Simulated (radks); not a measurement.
The numbers below are computed, except where a source is named.
Q: Isoelectronic series with 6 electrons, all held in the configuration [He] 2s2 2p2, which need not be the ground one along the series. Level of theory: non-relativistic Kohn-Sham, PBE, spin-polarised, spherical densities, point nucleus; open shells are filled with parallel spins first (spin-orbit coupling, left out, can overturn this in heavy ions) (a radial shooting solver on a logarithmic mesh with Libxc functionals). Total energies (hartree) and mean radii <r> (bohr) (* marks an orbital that is empty in some or all of the ions):

ion    E (hartree)  2p down*    2p up  2s down    2s up
C        -37.79369     1.928    1.746    1.608    1.556
S10+    -334.95046    0.3828   0.3782   0.4351   0.4310
Fe20+   -932.20345    0.2163   0.2149   0.2521   0.2507
Ga25+  -1343.33489    0.1778   0.1768   0.2083   0.2073
Kr30+  -1829.46769    0.1509   0.1502   0.1775   0.1768
Nb35+  -2390.60134    0.1311   0.1306   0.1546   0.1541
Pd40+  -3026.73555    0.1159   0.1155   0.1369   0.1365
Sb45+  -3737.87015    0.1038   0.1035   0.1229   0.1226
Ba50+   -4524.0050   0.09407  0.09380   0.1115   0.1112
Pm55+   -5385.1401   0.08598  0.08576   0.1020   0.1018
Dy60+   -6321.2754   0.07917  0.07898  0.09402  0.09383

Estimate the row of Sc15+.

A: E (hartree) -596.07445; 2p down* 0.2763; 2p up 0.2740; 2s down 0.3192; 2s up 0.3169.
